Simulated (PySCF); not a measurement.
Computed Raman spectrum (relative Raman activity) of a molecule C2H7BO3. The structure is a stationary point at PBE0-D3(BJ)/def2-SVP. Other conformers were not sampled. These are PBE0-D3(BJ)/def2-SVP (PySCF) values and carry that method's errors. Frequencies are harmonic and unscaled.

| ν (cm⁻¹) | relative intensity |
|---|---|
| 301 | 2.4 |
| 358 | 2.0 |
| 814 | 3.4 |
| 1030 | 2.7 |
| 1057 | 2.3 |
| 1122 | 2.8 |
| 1296 | 5.3 |
| 1370 | 3.9 |
| 1407 | 5.9 |
| 1435 | 9.0 |
| 1491 | 6.2 |
| 3020 | 92 |
| 3028 | 90 |
| 3086 | 70 |
| 3116 | 41 |
| 3879 | 56 |
| 3889 | 100 |
| 3934 | 51 |

**Question.** Pick the molecule that these values belong to.
A. COB(O)CO
B. OCB(O)CO
C. OCCB(O)O
D. CCOB(O)O

**Answer.** C, OCCB(O)O
